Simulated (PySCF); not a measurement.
## Static response to an electric field

Species: C6H8N2.
Geometry (GFN2-xTB, Å), atoms numbered from 1 in this order:
```xyz
16
C6H8N2 angstrom
C     -2.670   -0.075    0.788
C     -1.731    0.369   -0.026
C     -0.732   -0.508   -0.723
C      0.657   -0.151   -0.312
C      1.760    0.260   -1.029
C      2.766    0.444   -0.069
N      2.322    0.173    1.142
N      1.051   -0.186    0.982
H     -2.795   -1.126    0.993
H     -3.364    0.589    1.273
H     -1.623    1.428   -0.217
H     -0.932   -1.557   -0.484
H     -0.816   -0.379   -1.805
H      1.834    0.405   -2.087
H      3.779    0.759   -0.218
H      0.488   -0.433    1.781
```

Level: B3LYP/def2-SVPD (PySCF), static field, nuclei fixed, core orbitals frozen in the response. The polarisability tensor in these axes (au):

```
x   107.28   9.03  -8.38
y     9.03  62.22  -3.26
z    -8.38  -3.26  80.67
```

Q: What are the eigenvalues, a third of the trace, and Δα (Δα² = ½Σ(αi − αj)² over the three pairs)?

A: Principal values 60.34, 78.27 and 111.56 au; mean 83.39 au = 12.36 Å³ = 13.75 × 10⁻⁴⁰ C²·m²/J; Δα = 45.02 au (54 % of the mean).

Q: What is the dipole moment, and where does it point?

A: (-2.33, -0.54, -1.02) D, 2.60 D in size, pointing from the negative to the positive side. Measured along this direction, the outermost atoms are H15 at the negative end and H10 and H9 at the positive end.

Q: Form Σ f/ω² (atomic units) for the 8 lowest TDDFT singlets, given as eV and f, and set it beside the mean polarisability, which is this sum over all singlets: 5.65, 0.0592; 6.19, 0.0002; 6.30, 0.0400; 6.52, 0.0199; 6.64, 0.1356; 6.69, 0.0364; 6.88, 0.0034; 6.91, 0.0179.

A: They add up to 5.68 au, 6.8 % of the 83.39 au; the largest single term is 2.28 au, from the state at 6.64 eV. Terms in order: 1.37, 0.00, 0.74, 0.35, 2.28, 0.60, 0.05, 0.28 au. Higher excitations give the rest. The strengths listed sum to 0.312.

Q: What would n − 1 = 2πNα be for an ideal gas of these molecules at 500 K and 1 atm, electronic part alone?

A: N = p/kT = 1.4678 × 10¹⁹ cm⁻³, so n − 1 = 2π × N × 12.36 × 10⁻²⁴ cm³ = 1140 × 10⁻⁶ at long wavelengths.

Q: Find the Langevin capture rate constant for NO+ (29.998 u) meeting this molecule (108.069 u), k = 2.342 × 10⁻⁹ cm³/s × √(α in Å³ / reduced mass in u).

A: The reduced mass is 23.48 u, so k = 1.70 × 10⁻⁹ cm³/s. The formula leaves out the permanent dipole, which adds to the capture rate.

Isolated species at its GFN2-xTB geometry (one conformer only).
